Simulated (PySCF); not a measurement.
# Correlation energy of Sc (scandium, neutral)

[Ar] 4s2 4p1, 2P determinant (an excited configuration). All numbers are calculated (PySCF 2.14, scalar relativity by spin-free X2C-1e, in x2c-TZVPPall (6s5p4d2f1g, 64 functions)). Frozen: [Ne]; 11 electrons correlated.

MP2 pair energies summed by pair of shells (mhartree):

```json
{"pair": "3p-3p", "energy": "-142.19", "share (%)": "59.5"}
{"pair": "3p-4s", "energy": "-32.11", "share (%)": "13.4"}
{"pair": "3s-3p", "energy": "-18.82", "share (%)": "7.9"}
{"pair": "4s-4p", "energy": "-15.68", "share (%)": "6.6"}
{"pair": "4s-4s", "energy": "-14.94", "share (%)": "6.2"}
{"pair": "3s-3s", "energy": "-6.48", "share (%)": "2.7"}
{"pair": "3p-4p", "energy": "-5.91", "share (%)": "2.5"}
{"pair": "3s-4s", "energy": "-2.61", "share (%)": "1.1"}
{"pair": "3s-4p", "energy": "-0.37", "share (%)": "0.2"}
```

Total MP2 correlation energy: -239.10 mhartree.

Same-spin part -65.89 and opposite-spin part -173.21 mhartree; SCS-MP2 scales them by 1/3 and 6/5 to -229.82 mhartree.

The basis was made for the ground configuration and has no added diffuse functions, which can raise the energy of the promoted electron.

This basis was not built for core-valence correlation, so the inner-shell part is incomplete.
